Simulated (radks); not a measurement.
Results of a calculation; reference values are marked as such.
The cadmium ion Cd2+, 46 electrons, occupied as [Kr] 4d10. Level of theory: scalar-relativistic Kohn-Sham, Slater X-alpha with alpha = 1.01, spin-polarised, spherical densities, point nucleus (a radial shooting solver on a logarithmic mesh with Libxc functionals). Some entries of the table are withheld. Estimate them.

orbital  occ.  eigenvalue (Ry)  <1/r> (bohr^-1)
1s          2        -1964.765              (1)
2s          2              (2)            11.57
2p          6        -266.1451              (3)
3s          2        -57.06426            4.100
3p          6        -47.35354            3.912
3d         10        -32.06041              (4)
4s          2         -9.80179            1.594
4p          6         -6.90501            1.443
4d         10         -2.69999            1.124

Answer. 
(1) 1s <1/r> (bohr^-1): 50.72
(2) 2s eigenvalue (Ry): -295.4209
(3) 2p <1/r> (bohr^-1): 11.17
(4) 3d <1/r> (bohr^-1): 3.692
